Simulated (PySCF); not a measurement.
1-silylprop-2-en-1-one (C₃H₆OSi), SMILES C=CC(=O)[SiH3].

Coordinates come from a ωB97X-D3(BJ)/def2-SVP optimisation. Other conformers were not sampled.

Level of theory: B3LYP/def2-TZVP (PySCF).

Symmetry labels are those of the subgroup Cs that the program uses (full group Cs).

Q: List the valence orbital energies around the gap with their symmetry. (An estimate is asked for; the answer gives what the named calculation found.)

A: 
```json
[
 {"orbital": "HOMO−7", "symmetry": "A'", "energy (eV)": "-12.49"},
 {"orbital": "HOMO−6", "symmetry": "A\"", "energy (eV)": "-11.35"},
 {"orbital": "HOMO−5", "symmetry": "A'", "energy (eV)": "-11.09"},
 {"orbital": "HOMO−4", "symmetry": "A'", "energy (eV)": "-10.58"},
 {"orbital": "HOMO−3", "symmetry": "A'", "energy (eV)": "-9.73"},
 {"orbital": "HOMO−2", "symmetry": "A\"", "energy (eV)": "-9.65"},
 {"orbital": "HOMO−1", "symmetry": "A\"", "energy (eV)": "-8.12"},
 {"orbital": "HOMO", "symmetry": "A'", "energy (eV)": "-6.82"},
 {"orbital": "LUMO", "symmetry": "A\"", "energy (eV)": "-2.54"},
 {"orbital": "LUMO+1", "symmetry": "A'", "energy (eV)": "0.34"},
 {"orbital": "LUMO+2", "symmetry": "A\"", "energy (eV)": "0.64"},
 {"orbital": "LUMO+3", "symmetry": "A'", "energy (eV)": "1.11"}
]
```
